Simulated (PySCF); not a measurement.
## Vertical excitation energies

Species: C₅H₇BO₂.
Structure used (PBE0-D3(BJ)/def2-SVP), in Å, numbered top down from 1:
```xyz
15
C5H7BO2 angstrom
C     -3.223    0.712    0.267
C     -2.080    0.351    0.070
C     -0.746   -0.114   -0.169
C     -0.630   -1.574   -0.503
C      0.291    0.756   -0.087
B      1.814    0.484   -0.306
O      2.315   -0.771   -0.485
O      2.714    1.516   -0.320
H     -4.232    1.034    0.446
H     -1.201   -1.792   -1.420
H      0.414   -1.873   -0.642
H     -1.083   -2.178    0.299
H      0.006    1.787    0.161
H      3.270   -0.741   -0.612
H      2.304    2.377   -0.203
```

Level of theory: PySCF, TDDFT B3LYP/def2-SVPD, vertical, gas phase, core orbitals frozen in the response.

```csv
state,E (eV),λ (nm),ν̃ (cm⁻¹),f,"main configurations (H = HOMO, L = LUMO)"
S1,4.86,255.1,39200,0.0001,H-1→L (98%)
S2,5.06,245.3,40770,0.421,H→L (91%)
S3,5.88,210.8,47440,0.0004,H→L+1 (98%)
S4,6.26,198.1,50480,0.0001,"H→L+3 (51%), H→L+4 (39%)"
S5,6.48,191.4,52260,0.011,"H-4→L (83%), H-2→L (10%)"
S6,6.53,189.7,52710,0.109,"H-2→L (75%), H-4→L (12%)"
S7,6.80,182.4,54840,0.032,H-3→L (95%)
S8,6.81,182.0,54950,0.010,"H→L+4 (54%), H→L+3 (43%)"
S9,6.87,180.4,55440,0.0009,H→L+2 (92%)
S10,6.98,177.7,56270,0.015,H-1→L+1 (97%)
```

Triplets, Tamm–Dancoff:

| state | E (eV) | λ (nm) | main configurations (H = HOMO, L = LUMO) |
| --- | --- | --- | --- |
| T1 | 3.13 | 395.8 | H→L (96%) |
| T2 | 4.60 | 269.4 | H-1→L (94%) |
| T3 | 5.19 | 239.0 | H-2→L (76%), H→L+6 (8%) |
| T4 | 5.75 | 215.8 | H-1→L+3 (46%), H-1→L+4 (36%), H-2→L (9%) |

The lowest singlet lies at 4.86 eV (255 nm, ultraviolet) and is dark (f under 0.0005); its leading configuration is HOMO-1→LUMO (98%). The most intense listed level is S2 at 5.06 eV (245 nm, f = 0.421), 0.20 eV above S1. Löwdin shares by element: HOMO carbon 83% or more (atoms not listed hold the other 17%); LUMO carbon 58% or more, boron 11% (atoms not listed hold the other 30%). Of the 10 states listed, 6 reach f = 0.01 and 3 stay under 0.0005. Weighted by f, the mean energy of these states is 5.52 eV. Orbital energies (eV): HOMO-3 -9.15, HOMO-2 -8.90, HOMO-1 -7.81, HOMO -6.87, LUMO -1.66, LUMO+1 -0.25, LUMO+2 0.69. The vertical ionisation energy (ΔSCF) is 8.94 eV, 1.96 eV above S10. Only the lowest 10 singlets were computed, as vertical energies without vibronic structure.

The run took 8.9 min of wall time (with the writing of density and orbital grids) on one thread, Intel Xeon at 2.50 GHz (x86_64), no GPU, shared host with 64 logical CPUs at a one-minute load of 62, and the process peaked at 0.91 GiB of memory.

One conformer stands for the species.
